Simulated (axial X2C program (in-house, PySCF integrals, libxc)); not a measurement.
How long does FeF⁺ take?

A bond scan computed with an axial X2C code built on PySCF integrals. Basis: Fe dyall-cv3z [9s10p6d3f2g], F dyall-av3z [7s6p3d2f] (cores contracted in-house).

Input file and command:
```json
{"zs": [26, 9], "q": 1, "bas": ["dyall-cv3z", "dyall-av3z"], "levels": ["PBE0", "HF", "r2SCAN"], "cc": true, "r0": 1.8, "thr": -2.0, "nmax": 90, "npts": 10, "nst": 2, "ntry": 6}
```
```bash
python so2c.py task.json out
```

Keys: zs atomic numbers; q charge; bas basis sets; levels methods; cc coupled cluster on or off; r0 starting distance in Å; thr threshold in hartree for freezing inner shells (an s shell follows its p shell); nmax most natural virtual spinors; npts points on the curve; nst determinants followed; ntry starts of the search. HF also brings MP2.

Hardware: 1 thread of AMD EPYC 7B13 (Zen 3) (shared host).

Wall time of one point of each curve, integrals apart:

```
Hamiltonian                                level  points  seconds a point
  spin-free                                 PBE0      10             0.47
  spin-free                                   HF      10              0.2
  spin-free  CCSD(T) (14 electrons, 90 virtuals)       7                7
  spin-free                               r2SCAN      10             0.66
         2c                                 PBE0      10             0.56
         2c                                   HF      10             0.34
         2c  CCSD(T) (14 electrons, 90 virtuals)       7              7.7
         2c                               r2SCAN      10             0.66
```

The rest:

Search with its distance optimisation 35 s, atoms 35 s, whole task 210 s. Coupled cluster runs on the points near the minimum only. The program drops outer points, and coupled cluster, when its time limit (not in the input) nears; MP2, further determinants and curves that did not converge are not in the table.
